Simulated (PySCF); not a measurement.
Field gradients from PBE0/pcSseg-1 densities (PySCF, non-relativistic) at GFN2-xTB geometries, isolated species, one conformer each; χzz is the principal value of largest magnitude, with Q(14N) = 0.02044 b, Q(17O) = −0.0256 b, Q(33S) = −0.0678 b. GFN2-xTB bond lengths can be off by several hundredths of an ångström, more for odd bonds, and the gradients follow them. A larger basis could move these couplings by a tenth or more.

Question: Rank these 14N sites by the size of the quadrupole coupling, smallest first.
A. The nitrogen bridging silicon atoms of `C=CC[Si@H](N[SiH3])OC`
B. The silicon-bound nitrogen of `[SiH3]O[SiH2]NCC1CC1`
C. N7 (pyridine-type nitrogen) in `[CH3:1][NH2+:2][CH2:3][c:4]1[cH:5][cH:6][n:7][cH:8][cH:9]1`
D. The pyridine-type nitrogen of `FC(F)(F)c1cncc2sccc12`
E. N4 (pyridine-type nitrogen) in `[F:1][c:2]1[n:3][n:4][cH:5][c:6]2[cH:7][cH:8][cH:9][cH:10][c:11]12`
F. The pyridine-type nitrogen of `CCSc1cnco1`

Answer: A (3.777 MHz), F (4.737 MHz), B (5.046 MHz), D (5.374 MHz), C (5.867 MHz), E (6.326 MHz).

Question: Rank these 17O sites by the size of the quadrupole coupling, smallest first.
A. The oxygen bonded to 2 C of `COC(=S)CCC#N`
B. The aldehyde oxygen of `N#C[C@@H](C=O)[SiH]([SiH3])[SiH3]`
C. The furan-type oxygen of `CCSc1cnco1`
D. The silyl ether oxygen of `C=CC[Si@H](N[SiH3])OC`
E. The amide oxygen of `CC(=O)N[SiH2]CC[SiH3]`
F. The siloxane oxygen of `N#C[Si@H]1C[Si@H](O[SiH3])C1`

Answer: F (6.411 MHz), C (8.626 MHz), E (9.311 MHz), A (9.881 MHz), D (10.38 MHz), B (11.35 MHz).

Question: Rank these 33S sites by the size of the quadrupole coupling, smallest first.
A. The sulfide sulfur of `CCSc1cnco1`
B. The thiophene-type sulfur of `FC(F)(F)c1cncc2sccc12`
C. The thiocarbonyl sulfur of `COC(=S)CCC#N`

Answer: B (31.85 MHz), C (39.03 MHz), A (45.66 MHz).

All sites together:

```tsv
nucleus	site	Vzz (au)	η	χzz (MHz)
14N	the nitrogen bridging silicon atoms of C=CC[Si@H](N[SiH3])OC	-0.787	0.46	-3.777
14N	the pyridine-type nitrogen of FC(F)(F)c1cncc2sccc12	-1.119	0.29	-5.374
14N	N7 (pyridine-type nitrogen) in [CH3:1][NH2+:2][CH2:3][c:4]1[cH:5][cH:6][n:7][cH:8][cH:9]1	-1.222	0.46	-5.867
14N	the pyridine-type nitrogen of CCSc1cnco1	-0.986	0.23	-4.737
14N	the silicon-bound nitrogen of [SiH3]O[SiH2]NCC1CC1	-1.051	0.35	-5.046
14N	N4 (pyridine-type nitrogen) in [F:1][c:2]1[n:3][n:4][cH:5][c:6]2[cH:7][cH:8][cH:9][cH:10][c:11]12	-1.317	0.04	-6.326
17O	the oxygen bonded to 2 C of COC(=S)CCC#N	1.643	0.20	-9.881
17O	the furan-type oxygen of CCSc1cnco1	1.434	0.07	-8.626
17O	the siloxane oxygen of N#C[Si@H]1C[Si@H](O[SiH3])C1	1.066	0.09	-6.411
17O	the aldehyde oxygen of N#C[C@@H](C=O)[SiH]([SiH3])[SiH3]	-1.886	0.42	11.35
17O	the silyl ether oxygen of C=CC[Si@H](N[SiH3])OC	1.726	0.37	-10.38
17O	the amide oxygen of CC(=O)N[SiH2]CC[SiH3]	-1.548	0.01	9.311
33S	the thiocarbonyl sulfur of COC(=S)CCC#N	-2.450	0.26	39.03
33S	the sulfide sulfur of CCSc1cnco1	-2.866	0.72	45.66
33S	the thiophene-type sulfur of FC(F)(F)c1cncc2sccc12	2.000	0.78	-31.85
```
